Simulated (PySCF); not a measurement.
ScH₂: from structure and modes to constants

Level of theory: PySCF, UPBE0, basis Sc def2-TZVP, H def2-TZVP (no relativity, density fitting).

The doublet minimum has C2v symmetry. Masses (u): Sc 44.95591, H 1.00782.

```xyz
3
charge 0 multiplicity 2, angstrom
Sc    0.0389    0.0000    0.0000
H    -0.8668    1.5807    0.0000
H    -0.8668   -1.5807    0.0000
```

Harmonic wavenumbers (cm⁻¹): 507.0 (a1, ×1), 1509.9 (a1, ×1), 1511.3 (b2, ×1).

**Question.** Find the principal moments of inertia and the rotational constants. What kind of rotor is it?

**Answer.** About the centre of mass I = 1.5822, 5.0365, 6.6187 u Å². With B = 16.8576/I this gives 10.65, 3.347, 2.547 cm⁻¹. The molecule is an asymmetric top with κ = -0.80.

**Question.** What is the harmonic zero-point energy?

**Answer.** Half the sum of all 3 wavenumbers, 3528/2 = 1764 cm⁻¹, which is 21.1 kJ/mol (1 cm⁻¹ = 0.0119627 kJ/mol).

**Question.** Find the vibrational entropy and heat capacity at 298.15 K.

**Answer.** With u = 1.43878 ω/T, each mode gives S = R[u/(eᵘ−1) − ln(1−e⁻ᵘ)] and C = R u² eᵘ/(eᵘ−1)².
```
ω (cm⁻¹)      u  S (J/(mol K))  C (J/(mol K))
   507.0  2.447           2.68           5.16
  1509.9  7.286           0.05           0.30
  1511.3  7.293           0.05           0.30
```
The sums over all modes are S = 2.8 and C = 5.8 J/(mol K); the softest mode gives 97 % of the entropy.

**Question.** Give the standard entropy (298.15 K, 1 bar) by its translational, rotational, vibrational and spin parts, and Cp.

**Answer.** Sackur–Tetrode with M = 46.97 u gives 156.9; rotation with symmetry number 2 gives 59.2; vibration 2.8; spin R ln 2 = 5.8. The total is 224.6 J/(mol K), and Cp = 4 R + 5.8 = 39.0 J/(mol K).

Other isomers or separated fragments may lie lower. With open d or f shells other occupations or spin states may lie lower.
